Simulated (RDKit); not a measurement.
Job for RDKit: UFF on HCl (SMILES Cl).

```python
from rdkit import Chem
from rdkit.Chem import AllChem, rdDetermineBonds

blocks = [
'''2

Cl   -0.00000000   -0.00000000    0.64100645
H     0.00000000    0.00000000   -0.64100645
''',
]
mol = None
for b in blocks:
    f = Chem.MolFromXYZBlock(b)
    rdDetermineBonds.DetermineBonds(f, charge=0)
    mol = f if mol is None else Chem.CombineMols(mol, f)
Chem.SanitizeMol(mol)
print(Chem.MolToSmiles(Chem.RemoveHs(mol)))
ff = AllChem.UFFGetMoleculeForceField(mol, vdwThresh=100.0, ignoreInterfragInteractions=False)
e = ff.CalcEnergy()
print(f'UFF energy {e:.6f} kcal/mol')
```

It printed:

```
Cl
UFF energy 1.869668 kcal/mol
```

The run finished.

Cost: around 0.020 core-seconds (rough).
